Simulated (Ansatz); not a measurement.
A run for Ansatz (an electronic-structure program): R-CCSD(T)/aug-cc-pVDZ on H2 (SMILES [H][H]).

Ansatz 0.2 input:
```yaml
crystal:
  periodic: [false, false, false]
  atoms:
    - {symbol: H, position_ang: [0.00000000, -0.00000000, 0.37198838]}
    - {symbol: H, position_ang: [-0.00000000, 0.00000000, -0.37198838]}
basis:
  gaussian:
    orbitals: aug-cc-pVDZ
magnetization: {spin_polarized: false}
correlation: {method: ccsd_t, electrons: outside_noble_gas}
scf: {lower_state_search: off}
```

Q: What total energy does the run end on?

A: -1.1647 hartree (reference determinant -1.1288, T1 diagnostic 0.005).
